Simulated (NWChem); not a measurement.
Species: PH, triplet; SMILES [PH]

```xyz
2

P      0.0000     0.0000    -0.1021
H      0.0000     0.0000     1.3261
```
Atoms are numbered in this order, from 1.

Geometry: optimised at PBE0-D3(BJ)/def2-TZVP, spin-unrestricted. No stability test was run on the SCF state.

Q: List the 4 lowest vertical excitations from PBE/6-31+G* (spherical d), spin-unrestricted, TDA (NWChem).

A: 
| state | energy (eV) | oscillator strength | <S²> |
|---|---|---|---|
| state 1 | 3.92 | 0.018 | 2.01 |
| state 2 | 3.92 | 0.018 | 2.01 |
| state 3 | 5.68 | 0.049 | 2.00 |
| state 4 | 5.68 | 0.049 | 2.00 |
